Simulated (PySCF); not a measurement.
## Identify the compound

Molecular formula: C$_{2}$H$_{10}$OSi$_{2}$. Simulated spectra:

1H NMR (400 MHz, computed): δ 5.14 (s, 3H), 5.04 (t, 2H), 1.06 (m, 2H), 0.94 (m, 3H).

13C{1H} NMR (computed): δ 11.7 (CH2), 6.4 (CH3).

- geometry from GFN2-xTB
- GIAO PBE0/pcSseg-1 shieldings
- program: PySCF 2.14
- rapidly exchanging positions averaged, a single conformation, relativity neglected, no solvent

Scale: 1H and 13C against TMS (reference shieldings calculated alike).

Question: Which candidate is it?
A. COC[SiH2][SiH3]
B. CC[SiH2]O[SiH3]
C. COC([SiH3])[SiH3]

Answer: B. 

- Rings plus π bonds: 0.
- 2 carbon signals for 2 carbons: no two carbons are equivalent.
- Carbon types of the structure: 1 × CH2, 1 × CH3, leaving 5 H on heteroatoms.
- δC 11.7: sp3 CH2 bonded to Si; an electropositive neighbour leaves it electron-rich and shielded.
- δC 6.4: methyl carbon; saturated and bonded to C and H only.
- δH 5.04: hydrogen on a silicon bonded to C, O.
- δH 1.06: hydrogen on an sp3 CH2 bonded to Si.
- δH 0.94: hydrogen on a methyl carbon.

The others: COC([SiH3])[SiH3] would give 3 signals for carbon-bound and other non-exchanging H, not 4; COC[SiH2][SiH3] has carbons computed at 65.4, 63.1.

Shifts are as computed. Against solution values, carbons near 30 ppm lie about +3 ppm off and those near 130 ppm about +5 ppm. Of 1211 compounds with measured shifts, 218 miss one by over three times the rms of a fit or turn the order of signals round; such compounds aren't used in these exercises. No couplings were computed; multiplicities are counted from neighbouring protons, with m where these are inequivalent, close in shift, in a saturated or five-membered ring or joined by F or P, and br s for small geminal =CH2 splittings.
